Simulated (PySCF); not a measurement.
## From a computed spectrum to the compound

A species of 9 atoms with charge 1 has these harmonic modes (BP86, small Gaussian bases with core potentials, PySCF 2.14.0):

| cm⁻¹ | km/mol | symmetry |
| --- | --- | --- |
| 30 | 3.0 | a' |
| 99 | 17.6 | a' |
| 129 | 16.0 | a'' |
| 270 | 21.6 | a'' |
| 279 | 61.2 | a' |
| 284 | 6.8 | a' |
| 295 | 8.4 | a'' |
| 387 | 52.4 | a'' |
| 401 | 301.4 | a' |
| 418 | 65.3 | a'' |
| 431 | 85.5 | a' |
| 592 | 332.1 | a' |
| 594 | 251.7 | a'' |
| 779 | 121.8 | a' |
| 1569 | 137.1 | a'' |
| 1571 | 52.5 | a' |
| 3436 | 50.4 | a' |
| 3663 | 193.0 | a'' |
| 3664 | 49.4 | a' |
| 3748 | 11.6 | a'' |
| 3748 | 297.2 | a' |

Question: Which species is it, and in which structure?

Answer: [Ce(NH)(H2O)2]+ (singlet in the valence; each metal's 4f electrons, 1 of them, lie in its core potential, out of spins and levels):
```xyz
9

Ce   -0.0063    0.0000   -0.2666
N     1.6415   -0.0001    0.8240
H     2.5149   -0.0001    1.3739
O    -0.6795    2.2608    0.6448
H    -0.0346    2.6307    1.2830
H    -1.4002    2.9189    0.5779
O    -0.6797   -2.2608    0.6448
H    -0.0347   -2.6307    1.2830
H    -1.4004   -2.9188    0.5779
```
Ideal gas at 298.15 K and 1 bar: S = 390.8 J/(mol K), Cp = 122.7 J/(mol K), H − H(0 K) = 24.9 kJ/mol (rigid rotor, harmonic modes, spin degeneracy alone, that of the 4f electrons in the core included; the modes under 60 cm⁻¹ make these uncertain). An lcecp potential fixes the number of 4f electrons, so in runs with it no electron can move into or out of that shell.
 This is one of several that fit.
